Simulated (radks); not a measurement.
Problem. The table gives one normalised radial function P(r) = r R(r) of La53+ in [He] 2s2 (r in bohr). Calculated with a radial shooting solver on a logarithmic mesh with Libxc functionals: scalar-relativistic Kohn-Sham, LB94 model potential, spin-polarised, spherical densities, finite nucleus; Fermi nuclear charge, rms radius 4.855 fm.

| r | P |
|---|---|
| 0.002501 | 0.8133 |
| 0.002753 | 0.8735 |
| 0.00303 | 0.9366 |
| 0.003336 | 1.0024 |
| 0.003672 | 1.0706 |
| 0.004009 | 1.1348 |
| 0.004413 | 1.2064 |
| 0.004858 | 1.2787 |
| 0.005348 | 1.3510 |
| 0.005886 | 1.4222 |
| 0.006479 | 1.4911 |
| 0.007132 | 1.5561 |
| 0.007788 | 1.6107 |
| 0.008573 | 1.6630 |
| 0.009437 | 1.7052 |
| 0.01039 | 1.7348 |
| 0.01143 | 1.7487 |
| 0.01259 | 1.7436 |
| 0.01374 | 1.7193 |
| 0.01513 | 1.6680 |
| 0.01665 | 1.5871 |
| 0.01833 | 1.4732 |
| 0.02018 | 1.3229 |
| 0.02221 | 1.1336 |
| 0.02426 | 0.9240 |
| 0.0267 | 0.6555 |
| 0.02939 | 0.3462 |
| 0.03235 | -0.0014 |
| 0.03561 | -0.3822 |
| 0.0392 | -0.7887 |
| 0.0428 | -1.1752 |
| 0.04712 | -1.6000 |
| 0.05186 | -2.0134 |
| 0.05709 | -2.3982 |
| 0.06284 | -2.7366 |
| 0.06917 | -3.0107 |
| 0.07614 | -3.2044 |
| 0.08315 | -3.3001 |
| 0.09153 | -3.3078 |
| 0.1007 | -3.2130 |
| 0.1109 | -3.0214 |
| 0.1221 | -2.7462 |
| 0.1344 | -2.4076 |
| 0.1467 | -2.0631 |
| 0.1615 | -1.6756 |
| 0.1778 | -1.3014 |
| 0.1957 | -0.9629 |
| 0.2154 | -0.6758 |
| 0.2371 | -0.4478 |
| 0.259 | -0.2905 |
| 0.285 | -0.1697 |
| 0.3138 | -0.0920 |
| 0.3454 | -0.0459 |

Which n and l does it have? It may be an empty orbital.

Solution. n = 2, l = 0: the number of nodes gives n - l - 1 = 1, the rise at small r (about r^(l+1), flatter next to the nucleus through relativity) gives l, and the extent must fit the shell. The curve is that of 2s. 2s: eigenvalue -10798.5 eV, 1 radial node at r = 0.0323 bohr, <r> = 0.102 bohr, 90 % of the charge inside 0.156 bohr.
